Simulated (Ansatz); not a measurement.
The cluster YSi6. Charge 0, multiplicity 2. Geometry PBE-D4/def2-SVP, basis def2-TZVP, Ansatz.

```csv
atom,x (Å),y (Å),z (Å)
Y1,0.460,-0.878,-1.901
Si2,-0.816,1.494,1.695
Si3,-1.303,-2.008,-0.140
Si4,0.339,-0.556,1.061
Si5,-1.623,0.306,-0.225
Si6,2.386,0.094,-0.218
Si7,0.556,1.548,-0.271
```

| run | HOMO (eV) | LUMO (eV) |
| --- | --- | --- |
| A | -4.06 | -3.79 |
| B | -4.94 | -3.37 |
| C | -5.43 | -2.64 |
| D | -4.27 | -3.96 |
| E | -4.38 | -3.82 |

In the def2 sets Y takes a core potential; there is no spin–orbit coupling. No other spin state of charge 0 was run. Another isomer (doublet) lies 0.03 eV lower at BLYP-D4/def2-TZVP; other spin states weren't run for this one.

HOMO and LUMO are taken over both spins.

Problem. The runs used BHLYP, BLYP, PBE, PBE0, r2SCAN. Estimate which is which.

Solution. A BLYP (0 % exact exchange); B PBE0 (25 % exact exchange); C BHLYP (50 % exact exchange); D PBE (0 % exact exchange); E r2SCAN (0 % exact exchange). Exact exchange lowers occupied and raises empty levels; among semilocal functionals meta-GGAs tend to open the gap a little, and such runs are hard to tell apart. The gap grows from 0.28 eV (BLYP) to 2.79 eV (BHLYP). At BHLYP-D4/def2-TZVP, r2SCAN-D4/def2-TZVP the charge 0 doublet is spin-contaminated (final ⟨S²⟩ up to 0.86, 0.75 for a pure state).
